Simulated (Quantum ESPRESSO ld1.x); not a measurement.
Values are calculated unless marked as measured or tabulated.
Task: These are the eigenvalues of the occupied orbitals of an atom or ion with whole-number occupations (hartree). Level of theory: scalar-relativistic Kohn-Sham, LDA (Slater exchange, Perdew-Zunger correlation), spin-polarised, spherical densities, point nucleus (ld1.x of Quantum ESPRESSO 7.5).

orbital  eigenvalue
1s up      -23.9444
1s down    -23.8822
2s up      -4.68892

Which element is it, and in what charge state? The configuration may be excited. Open shells, if any, are filled with parallel spins first.

Result: Z = 8, oxygen, charge +5: O5+ in [He] 2s1. The list shows which subshells hold electrons but not how many an open one holds; the 1s level, -23.944 hartree, gives Z - s = 6.9 by -(Z - s)^2/2, which with screening and relativity narrows Z to a few neighbours, and the depths of the outer levels then fix element, charge and occupations together.
